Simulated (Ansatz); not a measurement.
Coupled-cluster run, `[OH][AlH][SbH][Cl]`.

```yaml
crystal:
  periodic: [false, false, false]
  atoms:
    - {symbol: O, position_ang: [-1.090138, 1.314111, -0.644217]}
    - {symbol: Al, position_ang: [-0.011858, 0.939711, 0.602734]}
    - {symbol: Sb, position_ang: [0.590841, -1.660265, 0.843577]}
    - {symbol: Cl, position_ang: [-0.618895, -2.090459, -1.170095]}
    - {symbol: H, position_ang: [-1.395380, 0.613387, -1.224870]}
    - {symbol: H, position_ang: [0.530053, 2.106482, 1.519210]}
    - {symbol: H, position_ang: [2.056477, -1.290967, 0.027963]}
basis:
  gaussian: {orbitals: def2-TZVPP}
correlation: {method: ccsd_t}
output: {orbitals: {seedname: orbitals}}
```

```sh
$ ansatz run in.yaml --threads 2 --pin off --events-out ev --progress --plain --max-ram 4352MiB
```

The program prints (abridged):

```
Functional definition: HF
1396 factors; integrals over basis functions are off by at most 1.0e-3 eV
mean field evaluation 1: about -27682.0036 eV, gradient 4.2e1 eV
mean field evaluation 2: about -27682.2078 eV, gradient 4.2e1 eV
mean field evaluation 4: about -27685.9983 eV, gradient 2.9e0 eV
mean field evaluation 8: about -27686.0624 eV, gradient 2.8e-1 eV
mean field evaluation 16: about -27686.0629 eV, gradient 1.1e-6 eV
mean field -27686.06294379 eV, -1017.4440468970 hartree, gradient 1.1e-6 eV, S^2 0.000000; 0 other end points of the search recorded, 0 dependent functions left out
15 core orbitals not correlated: weight in the atoms' cores, before any rotation towards them, 1.000 or more for the frozen orbitals, at most 0.000 for the correlated occupied ones
reference -27686.06294379 eV, -1017.4440468970 hartree; 17, 17 occupied and 175, 175 virtual orbitals, 1396 factors
second order -23.27577036 eV of doubles, -0.00000000 eV of singles
cycle   1  -23.22944286 eV  change    4.6e-2 eV  update   1.1e-1
cycle   2  -23.80002807 eV  change   -5.7e-1 eV  update   3.4e-2
cycle   3  -23.92185546 eV  change   -1.2e-1 eV  update   2.0e-2
cycle   4  -23.90531581 eV  change    1.7e-2 eV  update   5.7e-3
cycle   5  -23.90108169 eV  change    4.2e-3 eV  update   2.8e-3
cycle   6  -23.90235380 eV  change   -1.3e-3 eV  update   9.5e-4
cycle   7  -23.90218065 eV  change    1.7e-4 eV  update   4.2e-4
cycle   8  -23.90195967 eV  change    2.2e-4 eV  update   1.7e-4
cycle   9  -23.90203831 eV  change   -7.9e-5 eV  update   9.4e-5
cycle  10  -23.90207479 eV  change   -3.6e-5 eV  update   3.9e-5
perturbative correction -0.85180499 eV, -0.0313032558 hartree
Total energy: -27710.81682357 eV, -1018.3537351998 hartree
```

It took 2.5 min on 2 threads of an Arm Neoverse V1 on a shared host, with 2.9 GiB of host memory at the peak.

Correlation energy per correlated electron: -0.728 eV. T1 diagnostic: 0.0135.
